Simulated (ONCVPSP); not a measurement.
titanium, ONCV: configuration errors across variants

```json
{
 "Element": "Ti (Z = 22)",
 "Generator": "ONCVPSP 4.0.1",
 "Type": "optimised norm-conserving Vanderbilt (ONCV)",
 "Functional": "LDA (Perdew-Wang 92)",
 "Relativity": "scalar-relativistic",
 "Frozen core": "[Ne]",
 "Valence charge": "12",
 "Reference configuration": "3s2 3p6 3d1 (charge +3)",
 "Partial waves": "3s: rc 1.45 bohr, ncon 4, nbas 8, qcut 8.5 1/bohr, 1 projector; 3p: rc 1.45 bohr, ncon 4, nbas 8, qcut 8.5 1/bohr, 2 projectors, debl 1.1 Ha; 3d: rc 1.35 bohr, ncon 3, nbas 7, qcut 10.3 1/bohr, 2 projectors, debl 2.4 Ha",
 "Local potential": "polynomial inside 1.30 bohr (lpopt 3, dvloc0 4 Ha)",
 "Core correction": "polynomial model core, fcfact 0.3"
}
```

In the p channel the program set the typed energies aside and used -2.606, 0.250 Ha.

All-electron excitation energies from the reference (eV): (1) 3s2 3p6 3d2 4s2 -48.516; (2) 3s2 3p6 3d2 4s1 -40.987; (3) 3s2 3p6 3d2 -27.193; (4) 3s2 3p6 3d1 4s2 4p1 -43.693.

1 further variants failed, have other tests or another functional or relativity, and are left out.

Errors AE − PS in meV (a dash: test not solved or not reliable):

```tsv
change	(1)	(2)	(3)	(4)	bound ghosts	GHOST(+) flags above zero
base	+313	+222	+32	+460	none	none
d: qcut 13.8	+302	+211	+19	+460	none	none
s: qcut 11.2; p: qcut 11.2; d: qcut 13.6	+222	+156	+18	+340	none	none
s: rc 1.68	+435	+305	+34	–	none	none
s: rc 1.08; local potential polynomial inside 1.08 bohr (lpopt 3, dvloc0 4 Ha)	-39	-16	+28	-89	none	s
all radii but the core radius scaled by about 0.76 (s 1.10, p 1.10, d 1.02 bohr); local potential polynomial inside 0.98 bohr (lpopt 3, dvloc0 4 Ha)	+79	+59	+15	+111	none	none
d: qcut 8.4	+327	+236	+48	+457	none	none
d: nproj 0; local potential the d channel	+362	+265	+21	–	none	none
p: nbas 9	+313	+222	+32	+460	none	none
```

Give the same row for: s: nproj 3.

+19, +24, +30, +0.3; bound ghosts: none; GHOST(+) flags above zero: none.
